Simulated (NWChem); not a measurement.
pyrimidine (C4H4N2); SMILES c1cncnc1

Computed with NWChem. Pople sets run with spherical d functions. All runs use the structure optimised with PBE0/def2-SVP. Ions are spin-unrestricted doublets at the neutral geometry; other ion states weren't tried.

```
level             basis functions  vertical ionisation energy, ΔSCF (eV)  −ε(HOMO) (eV)  ΔSCF minus −ε(HOMO) (eV)  relative time
----------------  ---------------  -------------------------------------  -------------  ------------------------  -------------
B3LYP/STO-3G                   34                                   7.65           4.56                      3.09              1
B3LYP/3-21G                    62                                   9.23           6.62                      2.61              1
B3LYP/6-31G*                   92                                   9.37           6.87                      2.50              4
B3LYP/6-31+G*                 116                                   9.59           7.22                      2.37              7
B3LYP/6-311G**                132                                   9.51           7.07                      2.44              8
B3LYP/6-311++G**              160                                   9.61           7.26                      2.35             20
```

Relative times are rough (shared machine, one core).
